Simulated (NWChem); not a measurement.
## Correlation energy of disulfane (H$_{2}$S$_{2}$)

```xyz
4

S      0.9155     0.4855     0.0553
S     -0.9155    -0.4855     0.0553
H      1.5366    -0.2680    -0.8848
H     -1.5366     0.2680    -0.8848
```
Charge 0, spin multiplicity 1.

Program: NWChem. All single points use one geometry, from PBE0/def2-SVP, a minimum by its harmonic frequencies. It is one conformer; others weren't searched.

Basis set: def2-TZVP. Each correlation energy counts from its own Hartree-Fock reference.

The correlated methods keep 10 core orbitals frozen. Coupled-cluster values serve here as a point of comparison, not as the truth.

```
method        correlation energy (mHa)
------------  ------------------------
CR-CCSD(T)                      -397.5
MP2                                  …
CCSD(T)                         -401.3
CR-CCSD[T]                           …
CCSD+T(CCSD)                    -401.6
CCSD                            -384.1
SCS-MP2                              …
```

Question: Some entries are withheld; supply them.

Answer: 
- MP2, correlation energy (mHa): -345.0
- CR-CCSD[T], correlation energy (mHa): -397.7
- SCS-MP2, correlation energy (mHa): -345.3
